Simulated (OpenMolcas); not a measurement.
An atom or ion with 20 electrons was computed by SS-RASPT2, IPEA 0.25 Eh, imaginary shift 0.1 Eh with spin-orbit coupling (OpenMolcas, ANO-RCC-VQZP, DKH2). The lowest levels that the run gave, each within 12 % of the measured value where one is at hand:

```csv
J,Parity,E (eV),g
2,even,0.0000,0.666
3,even,0.0651,1.084
4,even,0.1479,1.251
2,even,1.631,1.009
0,even,1.989,
1,even,2.012,1.501
2,even,2.062,1.491
4,even,2.744,1.000
0,even,6.307,
```

Task: Which ion is it, and what are the configurations and terms?

Result: Cr4+ (Z = 24, charge +4; active space 8 electrons in 8 orbitals (RAS1 3p, at most 2 holes; RAS2 3d)). J, parity and g give the terms where levels are pure, and mixed ones are named by the computed weights; the size of the splittings, set against known spectra of the 20-electron sequence, gives the charge. In order, with the measured energies in eV (Sugar and Corliss, J. Phys. Chem. Ref. Data 6, 317 (1977)): 3d2 3F2, 3d2 3F3 (0.0630), 3d2 3F4 (0.1416), 3d2 1D2 (1.6351), 3d2 3P0 (1.9207), 3d2 3P1 (1.9437), 3d2 3P2 (1.9888), 3d2 1G4 (2.7300), 3d2 1S0 (6.3413).

CASPT2 does not keep the components of a term degenerate, so their means are used; among the terms shown or strongly mixed into the levels shown the widest spread is 340 cm-1 (3d2 1G). Active for correlation alone: 3p; no level in the range computed is led by a configuration that opens it, so any true level of that kind is missing. Computed and measured levels are paired by configuration, term and J; levels that our copy of the source lacks, or whose pairing is in doubt (as where it misses far off the trend of its configuration), stay unpaired and out of the deviations. Only configurations of the active space appear.
